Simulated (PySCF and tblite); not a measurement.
C7H11N, numbered as in [N:1]#[C:2][CH:3]1[CH2:4][CH2:5][CH2:6][CH2:7][CH2:8]1. Conformers came from 90 starts (ETKDG and KDG, MMFF94s, GFN2-xTB); geometries are PBE0-D3(BJ)/def2-SVP. Weights use CAM-B3LYP-D3(BJ)/def2-SVPD (IEF-PCM, chloroform) energies plus GFN2-xTB zero-point and thermal terms (modes under about 100 cm⁻¹ blended into free rotors). Symmetry numbers and mirror images are counted. Conformers within 3 kcal/mol (GFN2-xTB free energy) were kept, 8 at most. GIAO shieldings: PBE0/pcSseg-1 (IEF-PCM, chloroform). Couplings: B3LYP/pcSseg-1 with pcJ-1 on H (gas phase; spin-dipole term only for pairs with B, N, F, Si or P). Shifts are against TMS (¹H), TMS (¹³C), NH3 (¹⁵N) at the same level. Codes: tblite and PySCF.

The 6-ring runs over atoms 3–4–5–6–7–8.

Two conformers hold nearly all the population. I: 6-ring chair (C2 axial); δ(H3) = 2.72 ppm. II: 6-ring chair (all substituents equatorial); δ(H3) = 2.16 ppm. The average over the ensemble at 298.15 K is 2.36 ppm.

Task: What populations and free-energy difference follow from a two-state model?

Result: p(I) = (2.36 − 2.16)/(2.72 − 2.16) = 0.36, so K = p(II)/p(I) = 1.80 and G(II) − G(I) = −RT ln K = -0.35 kcal/mol. The weights computed directly are 35.9 % and 64.1 %.


¹⁵N shifts are against a computed isolated NH3 molecule, about 20 ppm from the liquid.